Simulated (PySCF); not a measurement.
Method: B3LYP-D3(BJ)/def2-TZVP // BP86-D3(BJ)/def2-SVP (PySCF). Gas-phase values, no solvent. One relaxed conformer stands for a flexible species; it need not be the lowest. B3LYP has the VWN-RPA correlation part, as in Gaussian. 

Reference species: [Zr(F)2(NH2)2] (neutral, multiplicity 1).

| Item | Result |
|---|---|
| LUMO | -1.09 eV |
| HOMO | -6.96 eV |
| charge on the central atom (Mulliken) | 1.74 e |

After one change: the LUMO falls by 0.40 eV; the HOMO falls by 0.99 eV; the charge on the central atom (Mulliken) goes up by 0.04 e.

**Question.** Which change was made? The new species is one of these.
(A) [Zr(NH2)4]
(B) [Zr(F)(NH2)3]
(C) [Zr(F)3(NH2)]

**Answer.** C, [Zr(F)3(NH2)]
